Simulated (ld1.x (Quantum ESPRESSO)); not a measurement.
**Before and after: TM potential for Si (Z = 14)**

```json
{"Element": "silicon", "Generator": "ld1.x (Quantum ESPRESSO) 7.5", "Type": "norm-conserving Troullier–Martins (Kleinman–Bylander form)", "Functional": "BP86", "Relativity": "scalar-relativistic", "Frozen core": "[Ne]", "Valence charge": "4", "Reference configuration": "3s2 3p2", "Partial waves": "3p (bound): rc 1.75 bohr; 3d channel at 0.25 Ry: rc 1.60 bohr; 3s (bound): rc 1.70 bohr", "Local potential": "the s channel", "Core correction": "Bessel-smoothed model core, default radius (core density twice the valence density)"}
```

Change: wave 3s (bound): rc 1.70 bohr becomes 3s (bound): rc 1.90 bohr.

Cutoffs: the cutoffs (Ry, on a coarse ladder) from which the occupation-weighted sum of valence levels, in a spherical-Bessel basis at the reference potential, stays within 10 and 1 mRy of its value at 400 Ry; they do not see the model core or the augmentation charge, which bear on the density cutoff. Errors are all-electron minus pseudo energies relative to the spin-unpolarised reference configuration.

Predict the effect on cutoff, ghosts and configuration errors.

The potential gets neither clearly harder nor softer (15 Ry and 40 Ry → 15 Ry and 35 Ry); of the 7 tests that both files solve, the error grows in 4 and shrinks in 0 by more than 15 % and 0.3 meV (median size 2.5 → 2.9 meV); neither file shows a bound ghost. More of the atom is replaced by a form fitted at one configuration, so other configurations suffer.

```tsv
quantity	base	changed
cutoff, loose	15 Ry	15 Ry
cutoff, tight	40 Ry	35 Ry
bound ghosts	none	none
error for 3s2 3p1, meV [ΔE 7.84 eV]	+2.5	+2.9
error for 3s2 3p0, meV [ΔE 23.94 eV]	+15	+18
error for 3s1 3p0, meV [ΔE 58.06 eV]	+47	+49
error for 3s1 3p3, meV [ΔE 6.82 eV]	-1.1	-2.2
error for 3s2 3p2.3, meV [ΔE -0.96 eV]	+0.1	+0.2
error for 3s0 3p4, meV [ΔE 13.80 eV]	-4.2	-9.3
error for 3s2 3p1.5, meV [ΔE 2.97 eV]	+0.4	+0.5
```
